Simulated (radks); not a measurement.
Removal energies from neutral iodine, [Kr] 4d10 5s2 5p5, by Delta-SCF beside the eigenvalue of the level emptied. Method: scalar-relativistic Kohn-Sham, PBEsol, spin-polarised, spherical densities, finite nucleus; Fermi nuclear charge, rms radius of each element as measured or else 0.836 A^(1/3) + 0.57 fm; computed with a radial shooting solver on a logarithmic mesh with Libxc functionals. Open shells are filled with parallel spins first.

removed from             final configuration  Delta-SCF (eV)  -eigenvalue (eV)
5p                         [Kr] 4d10 5s2 5p4          10.584             6.770
5s                         [Kr] 4d10 5s1 5p5          21.573            17.121
4d                          [Kr] 4d9 5s2 5p5          57.856            50.138
4p            [Ar] 3d10 4s2 4p5 4d10 5s2 5p5          135.84            127.33
